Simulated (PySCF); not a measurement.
In(F)(Cl)(OH), HClFInO, SMILES [OH][In]([F])[Cl], PBE0/def2-SVP optimised geometry.

```
5

In    -0.44    -0.21     0.00
F      1.52    -0.21     0.00
Cl    -1.52    -2.26     0.00
O     -1.38     1.53     0.00
H     -0.75     2.26     0.00
```

Density from PBE0/def2-TZVP, def2 effective core potentials past Kr (PySCF) at that geometry. The core electrons that the potentials of In replace are not part of the density.

Minimum of the electron density along straight lines between bonded atoms, close to the bond critical point (lines longer than 1.1 times the sum of covalent radii, or with two minima, are not listed):

| bond | length / Å | ρ at the minimum / e bohr⁻³ | ∇²ρ there / e bohr⁻⁵ | position (fraction from the first atom) |
|---|---|---|---|---|
| In1–F2 | 1.952 | 0.113 | [?] | 0.52 |
| In1–Cl3 | 2.314 | 0.089 | [?] | 0.48 |
| In1–O4 | 1.978 | 0.118 | [?] | 0.52 |
| O4–H5 | 0.966 | 0.354 | -2.37 | 0.80 |

Problem. Complete the blanks.

Solution. 
- In1–F2, ∇²ρ there / e bohr⁻⁵: 0.59
- In1–Cl3, ∇²ρ there / e bohr⁻⁵: 0.22
- In1–O4, ∇²ρ there / e bohr⁻⁵: 0.50
